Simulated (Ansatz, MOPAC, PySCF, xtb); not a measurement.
Donor–acceptor adduct: C2H6Zn (SMILES [CH3][Zn][CH3]) (first 9 atoms) with H2O (SMILES O); geometry from GFN2-xTB, rigid monomers moved along the line of their centres of mass till Zn2···O10 is 2.69 Å.
(charge 0, multiplicity 1):
```xyz
12

C     -0.062     2.082    -0.208
Zn    -0.004     0.060     0.107
C      0.091    -1.982    -0.023
H      0.799     2.575     0.238
H     -0.946     2.529     0.240
H     -0.070     2.356    -1.259
H     -0.706    -2.456     0.547
H      1.030    -2.360     0.375
H      0.011    -2.353    -1.041
O     -0.076     0.170     2.796
H     -0.111     0.961     3.338
H     -0.066    -0.595     3.376
```

Interaction energies are E(AB) − E(A) − E(B) at the monomers' geometry in the complex; basis-set methods are counterpoise corrected. Rows marked so take none.

Cores are frozen in the correlated methods. Rows in 6-31G* carry no dispersion term and start afresh at each structure (6-31G* with six Cartesian d functions); the Pople sets are all-electron and without relativity. MP2/6-31G* freezes PySCF's default core. The state that PM6 reach isn't checked.

Programs: Ansatz (Gaussian basis) for Hartree–Fock, density functionals and correlated methods; MOPAC for PM6 (differences of heats of formation); PySCF for 6-31G* rows, the dispersion terms; xtb for the GFN methods. Each number belongs to the level named beside it.

| level | interaction energy (kJ/mol) |
|---|---|
| PM6 | -19.1 |
| GFN2-xTB | -49.6 |
| HF/6-31G* (no counterpoise) | -37.3 |
| PBE-D3(BJ)/def2-TZVPPD | -22.9 |
| r2SCAN/def2-TZVPPD | -26.3 |
| r2SCAN-D4/def2-TZVPPD | -27.7 |
| PBE0/def2-TZVPPD | -21.4 |
| MP2/6-31G* | (withheld) |
| CCSD(T)/def2-SVPD | (withheld) |

**Question.** What belongs in the gaps?

**Answer.** 
- MP2/6-31G*, interaction energy (kJ/mol): -24.1
- CCSD(T)/def2-SVPD, interaction energy (kJ/mol): -24.9

Ansatz is an electronic-structure program.
